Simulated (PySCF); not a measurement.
Two species compared at the same levels of theory.

First species: C₄H₅AlO.
SMILES: `[AlH2][c]1ccco1`

Second species: C₄H₅NO₂S.
Geometry (PBE0-D3(BJ)/def2-SVP, Å), atoms numbered from 1 in this order:
```xyz
13
C4H5NO2S angstrom
C      1.9587    0.6336   -0.0159
S      1.1456   -0.9895    0.0534
O      1.2511   -1.5694   -1.3258
C     -0.5248   -0.3811    0.1710
C     -1.2679    0.2673    1.1963
N     -2.5164    0.4243    0.8431
O     -2.6317   -0.1222   -0.3992
C     -1.4579   -0.6022   -0.7981
H      1.5711    1.1620   -0.8978
H      3.0328    0.4323   -0.1296
H      1.7709    1.1965    0.9098
H     -0.9388    0.6271    2.1715
H     -1.3968   -1.0842   -1.7717
```

Levels: CAM-B3LYP/def2-SVPD for dipole moment, HOMO energy, LUMO energy, HOMO–LUMO gap, static isotropic polarisability and electronic spatial extent ⟨r²⟩ about the centre of nuclear charge; TDDFT CAM-B3LYP/def2-SVPD for lowest singlet excitation; PBE0-D3(BJ)/def2-SVP for rotational constant A and rotational constant C. Geometries: PBE0-D3(BJ)/def2-SVP. Each structure is a single optimised conformer of the isolated species, non-relativistic unless stated; the electronic structure was computed with PySCF and density fitting.

Dipoles, sizes and rotational constants follow the conformer. The torsions of the flexible species, by atom-mapped SMILES:
- `[CH3:1][S@:2](=[O:3])[c:4]1[cH:5][n:6][o:7][cH:8]1`: C1–S2–C4–C5 -72°

| property | column X | column Y |
| --- | --- | --- |
| dipole moment | 3.39 D | 0.87 D |
| HOMO energy | -8.58 eV | -7.86 eV |
| LUMO energy | 0.06 eV | -0.76 eV |
| HOMO–LUMO gap | 8.64 eV | 7.10 eV |
| lowest singlet excitation | 5.71 eV | 4.16 eV |
| static isotropic polarisability | 78.4 au | 75.6 au |
| electronic spatial extent ⟨r²⟩ about the centre of nuclear charge | 1111 bohr² | 730 bohr² |
| rotational constant A | 4.067 GHz | 8.755 GHz |
| rotational constant C | 1.031 GHz | 1.625 GHz |

Problem. Which column belongs to which species?

Solution. Column X is the second species and column Y the first. The first has 11 atoms and 50 electrons, the second 13 and 68.

Problem. How does each property change from the first species to the second?

Solution. dipole moment +2.52 D; HOMO energy -0.72 eV; LUMO energy +0.82 eV; HOMO–LUMO gap +1.54 eV; lowest singlet excitation +1.55 eV; static isotropic polarisability +2.8 au; electronic spatial extent ⟨r²⟩ about the centre of nuclear charge +381 bohr²; rotational constant A -4.688 GHz; rotational constant C -0.594 GHz.

On the first: S1 lies 2.94 eV below the HOMO–LUMO gap; its leading configuration is HOMO→LUMO, weight 0.94. In wavenumbers S1 is 33500 cm⁻¹ (1 eV = 8065.54 cm⁻¹).

On the second: No computed singlet falls in the visible range (750 to 380 nm, 1.65 to 3.26 eV); S1 lies 2.45 eV above its blue end. The principal polarisabilities are 58.8, 81.7 and 94.7 au; their mean is the isotropic value.
